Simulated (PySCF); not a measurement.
**Spectroscopy problems**

- shielding tensors at PBE0/pcSseg-1 (GIAO)
- GFN2-xTB geometry
- program: PySCF
- gas phase, one averaged value for each set of equivalent atoms, single conformer, no relativistic terms

δ = σ(ref) − σ, references computed at the same level: $^{1}$H (31.72 ppm), $^{13}$C (186.93 ppm) vs TMS. Splittings of carbon signals by F and P are missing where no couplings were computed. Where no couplings were computed, multiplicities follow the n + 1 count of equivalent neighbours, and m marks all less simple cases (inequivalent or close neighbours, rings, F or P nearby). Shifts are as computed. Against solution values, carbons near 30 ppm lie about +3 ppm off and those near 130 ppm about +5 ppm. Of 1211 compounds with measured shifts, 218 miss one by over three times the rms of a fit or turn the order of signals round; such compounds aren't used in these exercises.

**Question.** C7H3F3. $^{1}$H NMR (400 MHz, computed): δ 6.77 (m, 1H), 6.11 (m, 1H), 3.43 (d, 1H). $^{13}$C{$^{1}$H} NMR (computed): δ 162.2, 111.9, 110.2, 102.8, 99.7, 86.2, 80.1. What is it?

**Answer.** `C#C/C=C(/F)C#CC(F)F`. The formula gives 5 degrees of unsaturation (no ring in the answer). 7 carbon signals for 7 carbons: no two carbons are equivalent. Carbon types of the structure: 4 × C, 3 × CH, which accounts for all hydrogens. δC 162.2: fully substituted alkene carbon; as expected for a trigonal carbon in a double bond. δC 111.9: alkene CH; the olefinic region. δC 110.2: propargylic sp3 CH bonded to 2 F; 2 electronegative neighbours deshield it. δC 99.7, 86.2, 80.1: alkyne carbon; sp carbons lie upfield of alkene carbons because the cylindrical π system leaves one tensor component strongly shielded.

This is the structure that produced the data.

**Question.** C7H12N2Si. $^{1}$H NMR (500 MHz, computed): δ 9.55 (s, 1H), 9.49 (d, 1H), 7.37 (d, 1H), 0.33 (s, 9H). $^{13}$C{$^{1}$H} NMR (computed): δ 159.1 (CH), 155.4 (CH), 142.1 (C), 134.1 (CH), -1.4 (CH3). Give a structure.

**Answer.** `C[Si](C)(C)c1ccnnc1`. The formula gives 4 degrees of unsaturation (1 ring in the answer). 5 carbon signals for 7 carbons: some carbons are equivalent by symmetry or fast rotation. Carbon types of the structure: 1 × C, 3 × CH, 3 × CH3, which accounts for all hydrogens. δC 159.1, 155.4: aromatic CH next to a ring nitrogen; the adjacent pyridine-type nitrogen withdraws density from it. δC 142.1: substituted aromatic carbon. δC 134.1: aromatic CH; the aromatic region. δH 9.55, 9.49: hydrogen on an aromatic CH next to a ring nitrogen; ring current plus the neighbouring ring nitrogen.

This is the structure that produced the data.

**Question.** C4H7O2P. $^{1}$H NMR (500 MHz, computed): δ 8.03 (m, 1H), 4.05 (s, 3H), 2.16 (m, 3H). $^{13}$C{$^{1}$H} NMR (computed): δ 176.6, 132.8, 62.6, 12.1. Identify the compound.

**Answer.** `C1(OC)=C(C)[P@@H]1=O`. 4 carbon signals for 4 carbons: no two carbons are equivalent. Carbon types of the structure: 2 × C, 2 × CH3, leaving 1 H on heteroatoms. δC 176.6: alkene carbon bearing oxygen; an sp2 carbon further deshielded by the attached heteroatom. δC 132.8: β carbon of an enol-ether or enamine type C=C. δC 62.6: methyl carbon bonded to O; pulled downfield by the heteroatom. δH 2.16: hydrogen on an allylic methyl carbon; allylic position.

The data come from this structure; uniqueness wasn't tested.
